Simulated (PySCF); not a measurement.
Isomers of C6H15OP.

All values: CAM-B3LYP/def2-SVPD (PySCF) at PBE0-D3(BJ)/def2-SVP geometries, gas phase, one conformer each. Core orbitals are frozen in the response; Δα² is half the sum of the squared differences of the principal polarisabilities.

**Question.** Rank by HOMO–LUMO gap, highest first.
A. `[CH3:1][CH2:2][C@@H:3]([CH3:4])[P@H:5](=[O:6])[CH2:7][CH3:8]` with C1–C2–C3–C4 -179°, C2–C3–P5–O6 -47°, C3–P5–C7–C8 -177°
B. `[CH3:1][CH2:2][CH2:3][PH:4][CH2:5][CH2:6][O:7][CH3:8]` with C1–C2–C3–P4 64°, C2–C3–P4–C5 168°, C3–P4–C5–C6 60°, P4–C5–C6–O7 39°, C5–C6–O7–C8 68°
C. `[CH3:1][CH2:2][P:3](=[O:4])([CH2:5][CH3:6])[CH2:7][CH3:8]` with C1–C2–P3–O4 -54°, C2–P3–C5–C6 179°, C2–P3–C7–C8 57° (triethylphosphine oxide)

**Answer.** A (9.97 eV), C (9.63 eV), B (9.08 eV).

**Question.** Rank by dipole moment, lowest first.
A. `[CH3:1][CH2:2][C@@H:3]([CH3:4])[P@H:5](=[O:6])[CH2:7][CH3:8]` with C1–C2–C3–C4 -179°, C2–C3–P5–O6 -47°, C3–P5–C7–C8 -177°
B. `[CH3:1][O:2][CH2:3][P:4]([CH3:5])[CH:6]([CH3:7])[CH3:8]` with C1–O2–C3–P4 -178°, O2–C3–P4–C5 56°, C3–P4–C6–C7 173°
C. `[CH3:1][CH2:2][P:3](=[O:4])([CH2:5][CH3:6])[CH2:7][CH3:8]` with C1–C2–P3–O4 -54°, C2–P3–C5–C6 179°, C2–P3–C7–C8 57° (triethylphosphine oxide)

**Answer.** B (1.48 D), A (4.15 D), C (4.49 D).

All values together:

```tsv
SMILES	μ (D)	HOMO (eV)	LUMO (eV)	α (Å³)	Δα (Å³)	ΔSCF removal energy (eV)
COCP(C)C(C)C	1.48	-7.75	1.27	15.80	3.16	8.43
CCCPCCOC	1.52	-7.84	1.24	15.58	3.70	8.58
CC[C@@H](C)[P@H](=O)CC	4.15	-8.84	1.12	14.84	3.50	9.48
CCP(=O)(CC)CC	4.49	-8.66	0.98	14.68	2.40	9.29
```

Conformers: `[CH3:1][O:2][CH2:3][P:4]([CH3:5])[CH:6]([CH3:7])[CH3:8]` with C1–O2–C3–P4 -178°, O2–C3–P4–C5 56°, C3–P4–C6–C7 173°; `[CH3:1][CH2:2][CH2:3][PH:4][CH2:5][CH2:6][O:7][CH3:8]` with C1–C2–C3–P4 64°, C2–C3–P4–C5 168°, C3–P4–C5–C6 60°, P4–C5–C6–O7 39°, C5–C6–O7–C8 68°; `[CH3:1][CH2:2][C@@H:3]([CH3:4])[P@H:5](=[O:6])[CH2:7][CH3:8]` with C1–C2–C3–C4 -179°, C2–C3–P5–O6 -47°, C3–P5–C7–C8 -177°; `[CH3:1][CH2:2][P:3](=[O:4])([CH2:5][CH3:6])[CH2:7][CH3:8]` with C1–C2–P3–O4 -54°, C2–P3–C5–C6 179°, C2–P3–C7–C8 57°.
